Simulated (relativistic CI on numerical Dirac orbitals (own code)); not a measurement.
# Forbidden transitions in Hg LXXX

These numbers are calculated, not measured: Dirac equation for one electron, model QED (radiative potential, 1s self-energy scaled to tabulated hydrogen-like ionisation energies) (own radial code, finite nucleus).

Configurations in the expansion: 1s, 2s, 2p, 3s, 3p, 3d, 4s, 4p, 4d, 4f, 5s, 5p, 5d, 5f, 5g, 6s, 6p, 6d. Levels of other configurations are missing.

```csv
λ vac (Å),Lower,Upper,Type,A (s⁻¹),E lower (10³ cm⁻¹),E upper (10³ cm⁻¹)
0.1327,1s 2S_1/2 [1],6d 2D_5/2 [30],E2,2.23e+13,0,753729
0.1327,1s 2S_1/2 [1],6d 2D_3/2 [28],E2,2.62e+13,0,753531
0.1342,1s 2S_1/2 [1],5d 2D_5/2 [22],E2,3.67e+13,0,745023
0.1343,1s 2S_1/2 [1],5d 2D_3/2 [19],E2,4.33e+13,0,744680
0.1345,1s 2S_1/2 [1],5s 2S_1/2 [18],M1,4.18e+12,0,743491
0.1372,1s 2S_1/2 [1],4d 2D_5/2 [15],E2,6.47e+13,0,729023
0.1373,1s 2S_1/2 [1],4d 2D_3/2 [12],E2,7.71e+13,0,728354
0.1377,1s 2S_1/2 [1],4s 2S_1/2 [11],M1,7.89e+12,0,726012
0.1439,1s 2S_1/2 [1],3d 2D_5/2 [9],E2,1.13e+14,0,694688
0.1443,1s 2S_1/2 [1],3d 2D_3/2 [7],E2,1.37e+14,0,693114
0.1455,1s 2S_1/2 [1],3s 2S_1/2 [6],M1,1.70e+13,0,687514
0.1739,1s 2S_1/2 [1],2s 2S_1/2 [3],M1,4.03e+13,0,575199
0.5879,2p 2P°_1/2 [2],5f 2F°_5/2 [21],E2,8.43e+12,574922,745022
0.6489,2p 2P°_1/2 [2],4f 2F°_5/2 [14],E2,1.21e+13,574922,729021
0.6616,2p 2P°_3/2 [4],5f 2F°_7/2 [24],E2,1.01e+13,594032,745187
0.7390,2p 2P°_3/2 [4],4f 2F°_7/2 [16],E2,1.50e+13,594032,729342
```

Terms are leading LS components. Brackets give the number of a level in order of energy, since labels repeat. The list gives strong lines, with weight on those to low levels. Levels whose partners in the same complex of configurations lie outside the list can be far off, and so can their lines. Rates are taken at the computed energies, electric ones in the length gauge.
